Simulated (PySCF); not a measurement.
CBrF2, SMILES F[C](F)Br, multiplicity 2. Atoms are numbered in the order given.

```xyz
4

F     -1.5470     0.0848     1.0818
C     -0.9269    -0.3381     0.0000
F     -1.5470     0.0848    -1.0818
Br     0.9545     0.0144     0.0000
```
Charge 0, spin multiplicity 2.

Geometry: r2SCAN-D4/def2-SVP. The isomer is the one that the SMILES or the coordinates give; other isomers of the formula were not compared.

Calculation: TDA-PBE/def2-SVPD (PySCF 2.14.0).

Vertical excitations. Gas-phase values at a fixed geometry.

Computed UV-visible absorptions:
| state | energy (eV) | λ (nm) | f | main pairs |
|---|---|---|---|---|
| root 1 | 3.92 | 316 | 0.000 | β HOMO→LUMO 99 % |
| root 2 | 4.01 | 310 | 0.002 | α HOMO→LUMO 56 %, β HOMO−1→LUMO 43 % |
| root 3 | 4.51 | 275 | 0.060 | α HOMO→LUMO 42 %, β HOMO−1→LUMO 54 % |
| root 4 | 5.93 | 209 | 0.000 | α HOMO−1→LUMO 66 %, β HOMO→LUMO+1 33 % |
| root 5 | 6.02 | 206 | 0.006 | α HOMO→LUMO+1 98 % |
| root 6 | 6.18 | 201 | 0.002 | α HOMO−2→LUMO 54 %, β HOMO−1→LUMO+1 44 % |
| root 7 | 6.61 | 188 | 0.025 | α HOMO−2→LUMO 6 %, β HOMO−2→LUMO 83 % |
| root 8 | 6.69 | 185 | 0.000 | α HOMO−1→LUMO 32 %, β HOMO→LUMO+1 65 % |
| root 9 | 6.70 | 185 | 0.023 | α HOMO→LUMO+2 96 % |
| root 10 | 6.96 | 178 | 0.005 | α HOMO→LUMO+3 83 %, β HOMO−3→LUMO 17 % |
Unrestricted roots are not spin-pure.
